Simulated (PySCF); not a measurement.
BrHOZn. Atoms are numbered in the order given.

```xyz
4

Zn     0.0072    -0.8356     0.0000
Br    -0.0003     1.4012     0.0000
O     -0.1161    -2.6116     0.0000
H      0.7235    -3.0814     0.0000
```
Charge 0, spin multiplicity 1.

Geometry optimised at B3LYP-D3(BJ)/def2-TZVP. The values are those of a single conformer.

Computed with KT2/pcSseg-2 run with PySCF.

GIAO shieldings, no solvent; atoms alike by connectivity are averaged. δ = σ(ref) − σ: ¹⁷O against H2O (σ = 324.0 ppm); ¹H against TMS (σ = 31.47 ppm), references at their B3LYP-D3(BJ)/def2-TZVP geometries, non-relativistic (without spin–orbit terms, shifts of atoms bonded to Cl or Br come out too high).

Problem. Estimate the chemical shifts. (The exact figures need the calculation; the answer reports its results.)

Solution. 
```
nucleus  atoms  count  δ (ppm)
-------  -----  -----  -------
¹⁷O         O3      1     34.3
¹H          H4      1     1.67
```
